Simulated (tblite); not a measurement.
Species: C6H11P.
SMILES: `C1CP2CC1CC2`

Computed values, GFN2-xTB/tblite, gas phase, harmonic and unscaled. This tight-binding method is rough: wavenumbers can miss measured ones by several per cent, in bad cases by 10 to 20.

Harmonic wavenumbers (cm⁻¹): 97.4, 252.1, 352.3, 363.1, 481.6, 525.9, 652.2, 719.9, 722.6, 733.6, 796.6, 806.9, 856.9, 879.0, 895.1, 962.9, 971.6, 1005.6, 1035.7, 1072.7, 1073.0, 1121.2, 1146.1, 1175.8, 1197.9, 1207.8, 1208.3, 1222.4, 1279.8, 1286.9, 1316.8, 1320.9, 1445.7, 1453.7, 1462.8, 1491.4, 1506.4, 2945.0, 2951.8, 2956.7, 2970.5, 2975.2, 2976.9, 2978.0, 2980.9, 2988.6, 2989.6, 2992.1.

A = 2892, B = 2727, C = 2194 MHz; mass 114.060 u (most abundant isotopes); point group Cs, symmetry number 1.

Q: What is the zero-point energy?

A: Half the sum of the wavenumbers: 34403 cm⁻¹ = 411.55 kJ/mol.

Q: Entropy at 400 K, 1 bar (ideal gas, RRHO, classical rotation)?

A: Translation 174.04, rotation 117.98, vibration 80.93: S = 372.9 J/(mol K).

Q: And Cp and H(400 K) − H(0)?

A: Cp = 163.18 J/(mol K), of which vibrations give 129.93 (their classical limit is 48 R = 399.1); H(400 K) − H(0) = 33.58 kJ/mol without the zero-point energy, 20.27 from vibrations.

Q: What must be added to the electronic energy to get the Gibbs energy at 400 K and 1 bar?

A: ZPE + [H(400 K) − H(0)] − T·S = 411.55 + 33.58 − 149.18 = 295.95 kJ/mol.

Q: Which modes carry the vibrational entropy at 400 K?

A: 97.4 cm⁻¹: 17.08; 252.1 cm⁻¹: 9.41; 352.3 cm⁻¹: 6.88; 363.1 cm⁻¹: 6.66; 481.6 cm⁻¹: 4.71; 525.9 cm⁻¹: 4.15 J/(mol K); the other 42 give 32.04 together.

Q: How do the functions run with temperature in this model?

A: 
```
 T (K)  S (J/(mol K))  Cp (J/(mol K))  H − H(0) (kJ/mol)  G − H(0) (kJ/mol)  ln q(vib)
   150          275.0            59.2               6.48             -34.77       0.68
   250          313.2            95.9              14.11             -64.19       1.64
298.15          331.9           117.6              19.25             -79.72       2.21
   600          453.4           233.6              73.72            -198.30       7.01
   900          561.7           299.4             154.54            -350.99      12.54
```

q(vib) and H(0) count from the zero-point level.

Hindered rotation and anharmonicity are outside this model.
